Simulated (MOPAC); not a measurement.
Job for MOPAC: AM1 on LiS, 2S+1 = 2, a spin state set in the input, which need not be the lowest, a point of a bond scan (R = 2.049 Å).

```
AM1 1SCF PRECISE CHARGE=0 UHF MS=0.5 THREADS=1
LiS

Li     0.00000000 1     0.00000000 1     0.00000000 1
S      0.00000000 1     0.00000000 1     2.04853300 1
```

Output:

```
*******************************************************************************
 **                                                                           **
 **                              MOPAC v23.2.5                                **
 **                                                                           **
 *******************************************************************************
 ** MOPAC's Digital Object Identifier: https://doi.org/10.5281/zenodo.6511958 **
 **                                                                           **
 ** Please cite the open-source release paper for use of this MOPAC version:  **
 ** J. E. Moussa and J. J. P. Stewart (2026)                                  **
 ** MOPAC: An open-source semiempirical molecular orbital program             **
 ** J. Open Source Softw., 11(119), 8025, https://doi.org/10.21105/joss.08025 **
 *******************************************************************************

                              AM1 CALCULATION RESULTS

 *******************************************************************************
 *  AM1        - The AM1 Hamiltonian to be used
 *  UHF        - UNRESTRICTED HARTREE-FOCK CALCULATION
 *
 *
 *
 *                 CHARGE ON SYSTEM = 0
 *
 *
 *
 *  MS=        - IN MECI, MAGNETIC COMPONENT OF SPIN =  0.5
 *  PRECISE    - TIGHTER CRITERIA TO BE USED
 *  1SCF       - DO 1 SCF AND THEN STOP
 *  THREADS=1  - MULTI-THREADING NOT USED
 *  T=         - A TIME OF 172800.0 SECONDS REQUESTED
 *  DUMP=N     - RESTART FILE WRITTEN EVERY 7200.0 SECONDS REQUESTED
 *******************************************************************************
AM1 1SCF PRECISE CHARGE=0 UHF MS=0.5 THREADS=1
 LiS

   ATOM   CHEMICAL          X               Y               Z
  NUMBER   SYMBOL      (ANGSTROMS)     (ANGSTROMS)     (ANGSTROMS)

     1      Li          0.00000000  *   0.00000000  *   0.00000000  *
     2       S          0.00000000  *   0.00000000  *   2.04853300  *



          CARTESIAN COORDINATES

    NO.       ATOM           X           Y           Z

     1        Li          0.0000      0.0000      0.0000
     2         S          0.0000      0.0000      2.0485

 Li: (AM1): J. J. P. STEWART, J. MOL. MOD., 10, 155-164 (2004)
  S: (AM1): M.J.S. DEWAR, Y-C YUAN, INORGANIC CHEMISTRY, 29, 3881:3890,  (1990)

           Empirical Formula: Li S  =     2 atoms



      MOLECULAR POINT GROUP   :   C*v


          UHF CALCULATION, NO. OF ALPHA ELECTRONS =    4
                           NO. OF BETA  ELECTRONS =    3

 -------------------------------------------------------------------------------
 AM1 1SCF PRECISE CHARGE=0 UHF MS=0.5 THREADS=1
 LiS



     1SCF WAS SPECIFIED, SO BFGS WAS NOT USED
     SCF FIELD WAS ACHIEVED


                              AM1 CALCULATION
                                                       MOPAC v23.2.5 Linux




          FINAL HEAT OF FORMATION =         51.81691 KCAL/MOL =     216.80196 KJ/MOL


          COSMO AREA              =         84.88 SQUARE ANGSTROMS
          COSMO VOLUME            =         69.17 CUBIC ANGSTROMS

          IONIZATION POTENTIAL    =          7.506954 EV
          ALPHA SOMO LUMO (EV)    =         -8.734  1.112
          BETA  SOMO LUMO (EV)    =         -7.507 -1.000
          NO. OF ALPHA ELECTRONS  =          4
          NO. OF BETA  ELECTRONS  =          3
          MOLECULAR WEIGHT        =         39.0000         POINT GROUP:  C*v

          MOLECULAR DIMENSIONS (Angstroms)

            Atom       Atom       Distance
            S     2   Li     1     2.04853
            S     2   Li     1     0.00000
           Li     1    S     2     0.00000


          SCF CALCULATIONS        =          1





   ATOM   CHEMICAL          X               Y               Z
  NUMBER   SYMBOL      (ANGSTROMS)     (ANGSTROMS)     (ANGSTROMS)

     1      Li          0.00000000  *   0.00000000  *   0.00000000  *
     2       S          0.00000000  *   0.00000000  *   2.04853300  *

                             CARTESIAN COORDINATES

   1   Li        0.000000000     0.000000000     0.000000000
   2    S        0.000000000     0.000000000     2.048533000


           Empirical Formula: Li S  =     2 atoms



      MOLECULAR POINT GROUP   :   C*v


          ALPHA EIGENVALUES
 -15.54309 -10.86904  -9.69831  -8.73382   1.11231   3.09048   3.47757   3.71338


           BETA EIGENVALUES
 -12.95787  -8.44290  -7.50695  -0.99969   1.28452   3.27191   3.53628   3.99030


              NET ATOMIC CHARGES AND DIPOLE CONTRIBUTIONS

  ATOM NO.   TYPE          CHARGE      No. of ELECS.   s-Pop       p-Pop
    1         Li           0.541857        0.4581     0.22132     0.23682
    2          S          -0.541857        6.5419     1.96690     4.57496
 DIPOLE           X         Y         Z       TOTAL
 POINT-CHG.     0.000     0.000    -5.332     5.332
 HYBRID        -0.000    -0.000    -2.013     2.013
 SUM           -0.000    -0.000    -7.344     7.344


          ATOMIC ORBITAL ELECTRON POPULATIONS

     Atom    s        px        py        pz
    1 Li   0.22132   0.07136   0.01673   0.14873
    2  S   1.96690   1.92864   0.98327   1.66305


                    (SZ)    =    0.500000
                    (S**2)  =    0.761145


          ATOMIC ORBITAL SPIN POPULATIONS

    Atom   Total    s     px     py     pz
         Atomic
    1 Li -0.0729 -0.050 -0.013  0.017 -0.027
    2  S  1.0729  0.006  0.013  0.983  0.070

 **********************
 *                    *
 * JOB ENDED NORMALLY *
 *                    *
 **********************




 == MOPAC DONE ==
```

The run finished.

Cost: roughly 0.020 core-seconds.
